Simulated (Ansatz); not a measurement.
Reaction (substitution at a C–Si bond): `N=C[SiH2]F` + `N=CF` → `N=CN=CF` + `F[SiH3]`

Program: Ansatz. Geometries: PBE0-D4/def2-TZVP. ΔE: electronic, gas phase. CCSD(T)/CBS adds triple-zeta CCSD(T) − MP2 to the extrapolated MP2 energy (def2 sets, frozen cores). This one scheme is used for every species. Functionals use def2-TZVPP. B3LYP here is the variant with VWN-RPA as its local correlation; programs differ in this. HSE06 is defined as in plane-wave codes. One conformer a species, not always the lowest.

`N=C[SiH2]F`:

```xyz
8

N     1.499   -0.873   -0.620
C     0.991    0.040    0.102
Si   -0.855    0.372    0.250
F    -1.568   -0.701   -0.701
H     0.774   -1.402   -1.112
H     1.698    0.661    0.667
H    -1.335    0.170    1.638
H    -1.203    1.733   -0.225
```

`N=CF`:

Cartesian coordinates in Å:
```
N 0.247 0.015 -0.922
C -0.230 0.026 0.224
F -1.528 0.244 0.402
H 1.247 -0.164 -0.891
H 0.263 -0.122 1.187
```

`N=CN=CF`:

```xyz
8

N    -1.603   -0.364    1.245
C    -0.864   -0.164    0.244
N     0.511    0.111    0.358
C     1.223    0.260   -0.656
F     0.793    0.177   -1.919
H    -1.046   -0.294    2.099
H    -1.300   -0.201   -0.755
H     2.287    0.475   -0.617
```

`F[SiH3]`:

```xyz
5

F     0.830   -0.845    1.014
Si   -0.022    0.022   -0.026
H     0.786    0.199   -1.256
H    -0.320    1.334    0.595
H    -1.275   -0.710   -0.326
```

Is it downhill or uphill in electronic energy at CCSD(T)/CBS, and by how much? (Best estimate.)

Ansatz gave: Uphill: ΔE = +12.8 kJ/mol.

What do these levels give: PBE-D4, r2SCAN-D4, B3LYP-D4, HSE06-D4, CAM-B3LYP-D4, PBE-QIDH, BLYP, BHLYP, HF/def2-TZVPP, SCS-MP2/def2-TZVPP, HF/CBS(def2), CCSD/CBS(def2)? (Estimate.)

Ansatz gave: PBE-D4 5.7, r2SCAN-D4 4.8, B3LYP-D4 6.3, HSE06-D4 6.3, CAM-B3LYP-D4 6.3, PBE-QIDH 6.3, BLYP 4.5, BHLYP 4.9, HF/def2-TZVPP 3.7, SCS-MP2/def2-TZVPP 6.8, HF/CBS(def2) 4.7, CCSD/CBS(def2) 14.4 kJ/mol.

Largest T1 diagnostic among the species: 0.014.

At CCSD(T), def2-SVP lies −20.8 kJ/mol from the extrapolated value and def2-TZVPP −3.5 kJ/mol. Leaving LDA and LC-ωPBE aside and taking each functional with its dispersion term where it has one, the values, not all of them listed here, spread over 7.6 kJ/mol, from r2SCAN-D4 to ωB97M-V. LDA lies −6.9 kJ/mol from PBE without D4.
